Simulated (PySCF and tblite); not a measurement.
The numbers below are computed, except where a source is named.
C7H8F4, numbered as in [F:1][C:2]([F:3])([F:4])[C@H:5]1[C@H:6]2[CH2:7][CH2:8][C@:9]1([F:10])[CH2:11]2.

Search: ETKDG and KDG, MMFF94s, GFN2-xTB, 45 starts; geometries at GFN2-xTB. Energies: PBE0-D3(BJ)/pcSseg-1, with GFN2-xTB thermal terms (modes under about 100 cm⁻¹ blended into free rotors). Symmetry numbers and mirror images are counted. Conformers within 2.5 kcal/mol (GFN2-xTB free energy) were kept, 4 at most. GIAO shieldings: PBE0/pcSseg-1. Shifts are against TMS (¹H), TMS (¹³C), CFCl3 (¹⁹F) at the same level; of two unlike H on one atom, a is the less shielded. Run with PySCF (density fitting) and tblite.

Task: List the conformer-averaged shifts at 298.15 K.

Result: ¹H: 2.44 (H8a, 1H), 2.28 (H5, 1H), 2.25 (H6, 1H), 2.13 (H7a, 1H), 1.76 (H8b, 1H), 1.70 (H7b, 1H), 1.56 (H11a, 1H), 1.31 (H11b, 1H) ppm. ¹³C: 134.2 (C2), 98.5 (C9), 54.3 (C5), 44.6 (C11), 30.9 (C6), 28.2 (C7), 27.8 (C8) ppm. ¹⁹F: -80.5 (F1/F3/F4), -177.2 (F10) ppm.

Unscaled ¹⁹F shifts at such levels can be off by tens of ppm; differences between conformers or isomers are more reliable. Shifts are unscaled: against experiment ¹³C can be off by 15 ppm or more and ¹H by 0.8 ppm.
